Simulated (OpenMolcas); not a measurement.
Ar+: thermal populations, worked from levels

```
Program             : OpenMolcas 26.06
Basis               : ANO-RCC-VTZP [5s4p2d1f]
Scalar Hamiltonian  : DKH2, point nucleus
Active space        : 7 electrons in 8 orbitals (3s 3p 4s 4p)
State averaging     : 2S+1 = 2 odd, 3 roots; 2S+1 = 2 even, 1 root
Spin-orbit coupling : state interaction with AMFI integrals over the reference wave functions, term energies averaged over their components
```

Methods: CASSCF; SS-CASPT2, IPEA 0.25 Eh, imaginary shift 0.1 Eh (closed shells correlated: 2s 2p). Measured levels: NIST Handbook of Basic Atomic Spectroscopic Data.

**Thermal populations.** Z = Σ (2J + 1) exp(-E/kT) with k = 0.695035 cm-1/K, over the levels below. No other level of either list lies under 90000 cm-1, which is above 7 kT at each temperature.

```
          Level  2J + 1  SS-CASPT2  measured
3s2 3p5 2P* 3/2       4        0.0       0.0
3s2 3p5 2P* 1/2       2       1348      1432
```

```
T (K)  Z, SS-CASPT2  Z, measured levels  Ground level (%), SS-CASPT2  Ground level (%), measured levels
 5000         5.357               5.325                         74.7                               75.1
 8000         5.569               5.546                         71.8                               72.1
12000         5.702               5.684                         70.2                               70.4
```

At 12000 K, kT = 8340 cm-1, and the computed levels give Z = 4.000 + 1.702 = 5.702.

Over all roots computed the reference weight is 0.87 to 0.95 in SS-CASPT2; the roots of lowest weight are the least certain, and an intruder state may touch them. Active for correlation alone: 4p 4s; no level in the range computed is led by a configuration that fills them, so any true level of that kind is missing. Without dynamic correlation excited terms often stand tens of per cent too high (terms of higher spin than the ground term too low), and those without a measured partner can miss by more than the paired ones (holds for CASSCF). Measured partners are found by configuration, term and J. A level has none where our copy of the source lacks it or the pairing is in doubt (some pairs that miss far off the trend of their configuration count as doubtful), and it then counts in no deviation. Only configurations of the active space appear.

* marks odd parity.
